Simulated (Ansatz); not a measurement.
Problem. Name a neutral molecule of B, C, Cl and H with HOMO–LUMO gap (ωB97M-V/def2-TZVPP) between 10.05 and 10.35 eV and HOMO energy (PBE/def2-TZVPP) between -7.00 and -6.70 eV (Ansatz, PBE0-D4/def2-TZVP geometry).

Solution. `CB/C=C/Cl` (10.08 eV, -6.81 eV); `C/C=C\BCl` (10.21 eV, -6.85 eV); `B[C@]1(Cl)C[C@H]1Cl` (10.24 eV, -6.71 eV). Other molecules can fit too; these were computed, each in one conformer that needn't be the lowest.
